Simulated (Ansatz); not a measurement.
Input for Ansatz (a first-principles code): R-CAM-B3LYP/def2-TZVPP on Sb2, 2S+1 = 1, a spin state set in the input, which need not be the lowest, a point of a bond scan (R = 2.474 Å). Elements past Kr take the def2 small-core potentials; no spin–orbit coupling.

Ansatz 0.2 input:
```yaml
crystal:
  periodic: [false, false, false]
  atoms:
    - {symbol: Sb, position_ang: [0.00000000, 0.00000000, 0.00000000]}
    - {symbol: Sb, position_ang: [0.00000000, 0.00000000, 2.47422400]}
basis:
  gaussian:
    orbitals: def2-TZVPP
    pivot_positions_ang: [[0.00000000, 0.00000000, 0.00000000], [0.00000000, 0.00000000, 2.47422400]]
hamiltonian:
  xc: {name: CAM-B3LYP}
output: {forces: true, orbitals: {seedname: ./end}}
```

Program output:

```
WARN ansatz: RAYON_NUM_THREADS=1 ignored (pool sized by the plan → 1); use --threads N
Functional definition: CAM-B3LYP
integrals: 0.04 GiB planned
872 factors; their error is unknown
integrals: 0.07 GiB planned
200 factors; integrals over basis functions are off by at most 2.7e-5 eV
mean field: 0.36 GiB planned
mean field evaluation 1: about -13074.7089 eV, gradient 8.1e0 eV
mean field evaluation 2: about -13074.7677 eV, gradient 6.9e0 eV
mean field evaluation 4: about -13074.8381 eV, gradient 1.1e-1 eV
mean field evaluation 8: about -13075.1136 eV, gradient 6.4e-2 eV
mean field evaluation 16: about -13075.1136 eV, gradient 3.7e-5 eV
mean field -13075.11364946 eV, -480.5015639874 hartree, gradient 3.7e-5 eV, S^2 0.000000; 0 other end points of the search recorded, 0 dependent functions left out
the calculation of the forces begins
reference -13075.11373239 eV, -480.5015670348 hartree; 23, 23 occupied and 77, 77 virtual orbitals, 872 factors
Total energy: -13075.11373239 eV, -480.5015670348 hartree
Atom 0 at     0.000000     0.000000     0.000000 Å, force    -0.000000    -0.000000     0.573877 eV/Å
Atom 1 at     0.000000     0.000000     2.474224 Å, force     0.000000     0.000000    -0.573877 eV/Å
Dipole moment:    -0.000000    -0.000000    -0.000000 e Å
```

The run converged.

Cost: very roughly 1.6 core-seconds.
